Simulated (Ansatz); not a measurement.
`F[SiH2][AlH2]` + `C[CH]1[CH2][Al]1[CH3]` → `[CH3][AlH][SiH2]F` + `[CH3][Al]1[CH2][CH2]1`  (redistribution)

Program: Ansatz. Geometries: PBE0-D4/def2-TZVP. ΔE: electronic, gas phase. CBS: MP2 limit from def2 TZ/QZ plus the TZ coupled-cluster correction, frozen cores. DFT in def2-TZVPP. B3LYP here is the variant with VWN-RPA as its local correlation; programs differ in this. Each species was taken in one conformer, which may not be the lowest.

| level | ΔE (kJ/mol) | difference from CCSD(T)/CBS |
| --- | --- | --- |
| PBE0-D4 | -49.9 | -0.7 |
| B3LYP-D4 | -49.8 | -0.6 |
| B2PLYP | -51.1 | -1.9 |
| HF/def2-TZVPP | -45.3 | 3.9 |
| SCS-MP2/def2-TZVPP | -45.9 | 3.3 |
| CCSD/def2-TZVPP | -47.7 | 1.5 |
| CCSD(T)/def2-TZVPP | -47.6 | 1.6 |
| MP2/def2-QZVPP | -49.6 | -0.4 |
| HF/CBS(def2) | -45.4 | 3.8 |
| CCSD/CBS(def2) | -49.3 | -0.1 |
| CCSD(T)/CBS | -49.2 | 0 |

Largest T1 diagnostic among the species: 0.012.
